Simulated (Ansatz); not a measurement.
[Al(OH)4]- (AlO4H4⁻), relaxed as a singlet with RKS r2SCAN-D4/def2-SVPD in Ansatz, starting from the GFN2-xTB geometry. Force threshold 0.02 eV/Å.

Start:

```xyz
9

Al    0.0011   -0.0028    0.0029
O    -0.7113   -0.0076    1.6006
H    -1.5377    0.4388    1.7205
O     1.6529   -0.5531    0.1610
H     2.1936   -0.1977    0.8529
O    -0.1481    1.6233   -0.6228
H     0.0025    1.7759   -1.5450
O    -0.7960   -1.0720   -1.1283
H    -0.6572   -2.0047   -1.0418
```

Estimate the energy that the relaxation releases and the steps that it takes.

0.11 eV, in 12 steps; 23 s on 4 threads of Arm Neoverse V1 on a shared host. The force fell under the threshold at step 7, but the optimiser went on and released 0.002 eV more. No frequencies were taken in this run, so the end may be a saddle point.

Does the start keep its bonding?

By distances, no bond broke or formed. The bond that changes most is Al1–O4, from 1.75 to 1.79 Å (atoms count from 1).

Predict the relaxed structure.


```xyz
9

Al   -0.0001   -0.0001    0.0001
O    -0.6726    0.0275    1.6571
H    -1.3325    0.7168    1.7729
O     1.6697   -0.6167    0.1734
H     2.0307   -0.4547    1.0495
O    -0.2162    1.6599   -0.6296
H    -0.3265    1.6778   -1.5844
O    -0.7814   -1.0709   -1.2006
H    -0.3712   -1.9395   -1.2383
```
Bond lengths: 4 × Al–O 1.79 Å; 4 × H–O 0.96 Å.
